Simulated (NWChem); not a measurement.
SiH4O2; SMILES O[SiH2]O

```xyz
7

Si     0.0000     0.0000    -0.4255
O     -1.3853     0.0511     0.4893
O      1.3853    -0.0511     0.4893
H     -0.0651     1.2367    -1.2500
H      0.0651    -1.2367    -1.2500
H     -1.5866    -0.7328     1.0090
H      1.5866     0.7328     1.0090
```
Atoms are numbered in this order, from 1.

Structure relaxed at the PBE0/def2-SVP level.

 Unshifted, non-relativistic core excitations; the lowest 4 roots alone, so stronger bands may lie above.

### Question
List the first Si K-edge excitations from PBE/def2-TZVP, restricted-window TDA (NWChem).

### Answer
```csv
state,energy (eV),dipole oscillator strength,leading excitation (squared amplitude)
S1,1780.0,0.0007,1s of atom 1 or its equivalents → LUMO (1.00)
S2,1780.4,0.0011,1s of atom 1 or its equivalents → LUMO+1 (1.00)
S3,1781.8,0.0010,1s of atom 1 or its equivalents → LUMO+2 (0.97)
S4,1781.9,0.0005,1s of atom 1 or its equivalents → LUMO+3 (1.00)
```
